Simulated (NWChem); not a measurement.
System: trichloroethylene (C2HCl3); SMILES ClC=C(Cl)Cl

```xyz
6

Cl    -0.3741    -2.2494     0.0000
C     -0.9253    -0.6317     0.0000
C     -0.1085     0.4302     0.0000
Cl     1.5989     0.3132     0.0000
Cl    -0.7543     2.0255     0.0000
H     -2.0077    -0.4963     0.0000
```
Atoms are numbered in this order, from 1.

Geometry: optimised at PBE0/def2-SVP.

Give the principal values of the shielding tensors (ppm) of Cl1, C2, C3, Cl4, Cl5 from Hartree-Fock/6-31G* (spherical d), GIAO (NWChem), with their diamagnetic and paramagnetic parts as GIAO splits them.


| atom | σ11 | σ22 | σ33 | isotropic | diamagnetic | paramagnetic |
|---|---|---|---|---|---|---|
| Cl1 | 673.2 | 831.5 | 1000.9 | 835.2 | 1145.4 | -310.2 |
| C2 | -29.2 | 111.7 | 141.8 | 74.8 | 259.5 | -184.8 |
| C3 | -34.3 | 114.6 | 118.9 | 66.4 | 262.3 | -195.9 |
| Cl4 | 608.8 | 656.9 | 999.6 | 755.1 | 1145.3 | -390.2 |
| Cl5 | 575.0 | 624.8 | 1062.5 | 754.1 | 1145.3 | -391.2 |
